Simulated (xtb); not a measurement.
xtb input:

```bash
xtb mol.xyz --gfn 1 --opt tight --chrg 0 --uhf 0
```
mol.xyz:
```
17

W      0.00000000     0.00000000     0.00000000
C     -0.52460563    -0.89506419     1.82114231
C     -0.00400458     2.09230216     0.12314995
C     -1.42518648    -0.70935651    -1.36329274
C      1.95379669    -0.48788146    -0.58099952
H      0.28166233    -0.45047733     2.43379165
H     -0.42797818    -1.98526134     1.88708285
H     -1.48140969    -0.59694538     2.26596362
H      0.13573230     2.64716278    -0.81216718
H      0.62030664     2.54723930     0.90127754
H     -1.05994540     2.21319405     0.42882761
H     -1.41044499    -1.78266805    -1.58689922
H     -2.46387651    -0.39435209    -1.20801845
H     -1.04428036    -0.17705630    -2.25471392
H      1.82256343    -1.58566041    -0.60790534
H      2.75612238    -0.26754935     0.13310278
H      2.27154804    -0.16762586    -1.58034194
```

Q: Predict the final energy.

A: -17.03118 Eh (GFN1-xTB).

This is an excited singlet: at this geometry the triplet lies 0.57 eV lower at RI-MP2/CBS(def2-TZVPPD,def2-QZVPPD)+[CCSD(T)-MP2]/def2-TZVPPD.
